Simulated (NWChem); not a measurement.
C₃H₇FSi; SMILES C/C=C/[SiH2]F

```xyz
12

C      0.2946     2.9365     0.0699
C     -0.2467     1.5427     0.2003
C      0.3088     0.4292    -0.3074
Si    -0.4805    -1.2340    -0.1056
F      0.4113    -2.1971     0.8468
H      1.2271     2.9581    -0.5030
H      0.4851     3.3734     1.0595
H     -0.4328     3.5935    -0.4258
H     -1.1788     1.4579     0.7639
H      1.2424     0.5313    -0.8655
H     -0.6192    -1.9363    -1.4094
H     -1.8131    -1.0495     0.5289
```
Atoms are numbered in this order, from 1.

Level: B3LYP/6-31G* (spherical d) (NWChem), optimised geometry, unscaled harmonic frequencies. B3LYP is NWChem's, with the RPA form of VWN correlation.

```
frequency (cm⁻¹)  IR intensity (km/mol)
----------------  ---------------------
90                                  0.3
145                                 1.4
198                                 0.5
208                                 1.0
307                                 8.0
403                                 7.8
610                                48.6
747                                30.0
783                                26.1
809                                13.3
874                                24.1
948                               188.7
969                               101.6
985                               250.1
1030                               16.6
1084                                2.1
1107                               12.0
1279                               11.5
1358                                3.5
1436                                1.7
1507                                7.5
1512                               20.6
1694                               76.8
2256                              126.8
2262                              197.9
3036                               19.4
3084                               17.5
3121                                1.0
3129                                1.2
3140                               43.8
```

The zero-point energy comes out as 57.3 kcal/mol and the thermal correction to the enthalpy at 298.15 K (with zero-point energy) is 62.2 kcal/mol. The heat capacity Cv is 22.9 cal/(mol K) and the entropy at 298.15 K and 1 atm (symmetry number 1) comes out as 80.9 cal/(mol K). The dipole moment is 2.45 D.

Rigid rotor and harmonic oscillator; modes under 100 cm⁻¹ make the entropy uncertain.
